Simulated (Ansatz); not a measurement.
Cost and result for the atomization energy of CH$_{7}$NSn, SMILES `N[CH2][SnH3]` (10 atoms, 9 bonds).

| atom | x (Å) | y (Å) | z (Å) |
| --- | --- | --- | --- |
| N1 | -0.5737 | -1.2348 | 0.8375 |
| C2 | 0.4073 | -0.1686 | 0.7069 |
| Sn3 | -0.0726 | 1.0350 | -1.0175 |
| H4 | -0.5212 | -1.8786 | 0.0587 |
| H5 | -0.4172 | -1.7752 | 1.6802 |
| H6 | 0.3322 | 0.4937 | 1.5727 |
| H7 | 1.4540 | -0.4955 | 0.6390 |
| H8 | -0.3541 | -0.0163 | -2.3393 |
| H9 | 1.2233 | 2.0819 | -1.4101 |
| H10 | -1.4779 | 1.9584 | -0.7283 |

The species carries charge 0 and has multiplicity 1. Correlated methods include outer-core shells of Sn, which these sets cover unevenly. Sn: def2 effective core potential. The structure was optimised at the PBE0-D4/def2-TZVP level. It is one conformer, not always the lowest. Program: Ansatz. All runs use 2 threads of an Arm Neoverse V2 on a shared host. Times are those of one run each, without the atoms' runs, and a repeat can differ threefold. Electronic energies, without spin–orbit coupling; frozen cores. CCSD(T)/CBS adds CCSD(T) − MP2 in def2-TZVPP to the MP2 limit, and its time is that of the two runs behind it. T1 = 0.012. With those shells the extrapolation isn't a true limit. B3LYP takes the VWN-RPA correlation (the form of Gaussian; ORCA's B3LYP/G).

CCSD(T)/CBS is a level of theory with its own doubt, some kJ/mol a heavy atom from the limit and from the frozen cores, so smaller differences don't rank the functionals.

```
                            level  functions  wall time
           LDA (SPW92)/def2-TZVPP        210      1.2 s
               BLYP-D4/def2-TZVPP        210      2.1 s
  PBE-D4/def2-TZVPP (with forces)        210      2.6 s
               PBE0-D4/def2-TZVPP        210      2.7 s
              BHLYP-D4/def2-TZVPP        210      2.7 s
                 CCSD(T)/def2-SVP         89      4.1 s
B3LYP-D4/def2-TZVPP (with forces)        210      4.2 s
            r2SCANh-D4/def2-TZVPP        210      4.3 s
                B2PLYP/def2-TZVPP        210      5.5 s
                B97M-V/def2-TZVPP        210        9 s
                   MP2/def2-QZVPP        406       18 s
               CCSD(T)/def2-TZVPP        210      110 s
                CCSD(T)/CBS(def2)          –    2.1 min
```

Problem. What atomization energy does each give, and how far from CCSD(T)/CBS? (Estimate.)

Solution. Ansatz gave: 
```
                            level  atomization (kJ/mol)  difference from CCSD(T)/CBS  per bond
           LDA (SPW92)/def2-TZVPP                3447.3                        410.0      45.6
               BLYP-D4/def2-TZVPP                3012.2                        -25.1      -2.8
  PBE-D4/def2-TZVPP (with forces)                3047.4                         10.1       1.1
               PBE0-D4/def2-TZVPP                3005.4                        -31.9      -3.5
              BHLYP-D4/def2-TZVPP                2950.7                        -86.6      -9.6
                 CCSD(T)/def2-SVP                2826.7                       -210.6     -23.4
B3LYP-D4/def2-TZVPP (with forces)                3026.6                        -10.7      -1.2
            r2SCANh-D4/def2-TZVPP                2988.6                        -48.7      -5.4
                B2PLYP/def2-TZVPP                2981.0                        -56.3      -6.3
                B97M-V/def2-TZVPP                3047.3                         10.0       1.1
                   MP2/def2-QZVPP                2977.6                        -59.7      -6.6
               CCSD(T)/def2-TZVPP                2956.7                        -80.6      -9.0
                CCSD(T)/CBS(def2)                3037.3                          0.0       0.0
```

Leaving LDA and LC-ωPBE aside and taking each functional with its dispersion term where it has one, the values spread over 96.7 kJ/mol, from BHLYP-D4 to PBE-D4. LDA lies +416.2 kJ/mol from PBE without D4, its usual overbinding. From PBE to PBE0 (25 % exact exchange), in def2-TZVPP and without D4, the atomization energy moves by −39.4 kJ/mol: exact exchange takes away binding that semilocal exchange gives to molecules. The D4 term adds +26.4 kJ/mol with B3LYP and +13.7 kJ/mol with PBE0; it sums over pairs of atoms, weighted by their polarisabilities, and B3LYP, whose exchange is more repulsive, gets the larger term.

Spin–orbit coupling would lower the free Sn atoms strongly, and the atomization energy with them, by more than many differences here. For some Ge, Se and Sn compounds the MP2-based and the directly extrapolated limit differ by 10 to 25 kJ/mol.
